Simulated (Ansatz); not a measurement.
Breaking the Te1–F2 bond in FHOTe (SMILES O[Te]F) (multiplicity 1 held, fragments rigid). Energies count from the point at 1.925 Å.
Geometry at that point (charge 0, multiplicity 1):
```tsv
atom	x (Å)	y (Å)	z (Å)
Te	0.1195	0.0429	0.3093
F	-1.0755	1.1330	-0.7345
O	0.3087	-1.4058	-0.9812
H	0.9930	-1.1827	-1.6249
```

Restricted levels (R-, RO-) in cc, def2 and unpolarised 6-31G sets keep to the state of the molecule at rest. U- levels take the lowest unrestricted solution at each point, which mixes spins at long bonds. Active spaces are followed from a long bond inwards. Curves can end on different states.

Frozen-core correlation. Filled d and f shells under p-block atoms count as core.

Programs: Ansatz (a quantum-chemistry and plane-wave program). Each number belongs to the level named beside it. In def2 rows elements past Kr take small-core potentials, without spin–orbit coupling.

Energies in kcal/mol.

| R (Å) | R-HF/def2-SVP | U-CCSD/def2-SVP | R-CCSD(T)/def2-SVP | FIC-MRCISD on CASSCF(6,4)/def2-SVP | FIC-MRCISD+Q on CASSCF(6,4)/def2-SVP |
|---|---|---|---|---|---|
| 1.540 | 87.3 | 95.4 | 96.5 | 94.5 | 95.9 |
| 1.733 | 14.2 | 17.9 | 18.5 | 17.7 | 18.3 |
| 1.925 | 0.0 | 0.0 | 0.0 | 0.0 | 0.0 |
| 2.118 | 9.7 | 6.2 | 5.4 | 6.1 | 5.7 |
| 2.310 | 27.7 | 21.2 | 19.2 | 20.2 | 19.9 |
| 2.599 | 57.1 | 46.4 | 41.2 | 42.2 | 42.3 |
| 2.888 | 83.3 | 62.9 | 57.0 | 57.6 | 58.6 |
| 3.369 | 117.5 | 71.1 | 58.0 | 68.4 | 70.1 |
| 3.850 | 141.2 | 72.6 | 28.4 | 71.1 | 73.0 |
| 4.428 | 159.2 | 72.7 | -9.9 | 71.7 | 73.6 |
| 5.198 | 172.5 | 72.8 | -30.3 | 71.8 | 73.7 |
| 6.160 | 181.2 | 72.9 | -27.6 | 71.8 | 73.7 |

Doubts at one or more of the structures used: a restricted determinant that unrestricted orbitals would lower (R-HF/def2-SVP, R-CCSD(T)/def2-SVP); a spin-contaminated determinant (U-CCSD/def2-SVP); T1 above 0.05 (U-CCSD/def2-SVP, R-CCSD(T)/def2-SVP); other coupled-cluster roots lie near (R-CCSD(T)/def2-SVP); active orbitals that take no part (FIC-MRCISD on CASSCF(6,4)/def2-SVP, FIC-MRCISD+Q on CASSCF(6,4)/def2-SVP).
